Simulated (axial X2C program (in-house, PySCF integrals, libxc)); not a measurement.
# BrCl: cheaper levels and CCSD(T), two-component

All values were computed with an axial X2C code built on PySCF integrals. Two-component (2c) means X2C with spin–orbit coupling and atomic mean-field two-electron Coulomb and Gaunt terms. Basis: Br dyall-cv3z [8s9p6d4f1g], Cl dyall-av3z [9s8p3d2f] (cores contracted in-house); Gaussian nuclei, density fitting, unrestricted open shells. Masses: Br 78.918 u, Cl 34.969 u.

State: Ω = 0 (closed shell); fragments Br + Cl.

```json
{"level": "PBE0", "Re (Å)": "2.139", "ωe (cm⁻¹)": "455.1", "De (eV)": "2.30"}
{"level": "HF", "Re (Å)": "2.129", "ωe (cm⁻¹)": "483.0", "De (eV)": "0.505"}
{"level": "MP2", "Re (Å)": "2.142", "ωe (cm⁻¹)": "455.8", "De (eV)": "2.20"}
{"level": "CCSD", "Re (Å)": "2.156", "ωe (cm⁻¹)": "442.3", "De (eV)": "1.91"}
{"level": "TPSS", "Re (Å)": "2.167", "ωe (cm⁻¹)": "423.9", "De (eV)": "n/a"}
```

Correlated methods: 14 electrons correlated (number of frozen shells: Br 3 s, 2 p, 1 d; Cl 2 s, 1 p), 210 virtual spin orbitals or spinors in MP2, 90 natural virtuals in coupled cluster.

CCSD(T), same Hamiltonian and basis:

Re = 2.164 Å, ωe = 430.2 cm⁻¹, De = 2.04 eV; T1 = 0.008 (Lee–Taylor normalisation).

(1) Give the differences from CCSD(T) in the columns below.

The state is a single determinant with fixed occupations, the lowest that a limited PBE0 search found. Closed shells are restricted here (equal orbitals for both partners); the stretched side of such a curve lies too high. De is counted from the lowest determinant-based energies of the atoms at the same level, without counterpoise correction. De is not given where an atomic determinant may have missed its ground term or J level, or where the truncated virtual space spoils (T). CCSD and (T) use frozen natural virtuals with an MP2 correction for the truncation; (T) itself is uncorrected, so its De runs slightly low. The 2c atoms are single determinants rather than J levels; their spin–orbit lowering is only partly caught, and De is too large by that part. This holds for PBE0. The functionals have no current-density term, which raises determinants with orbital currents, atoms included.

Results:

(1) 

```tsv
level	ΔRe (Å)	Δωe (cm⁻¹)	ΔDe (eV)
PBE0	-0.025	25	0.26
HF	-0.035	53	-1.53
MP2	-0.022	26	0.16
CCSD	-0.008	12	-0.13
TPSS	0.003	-6	n/a
```
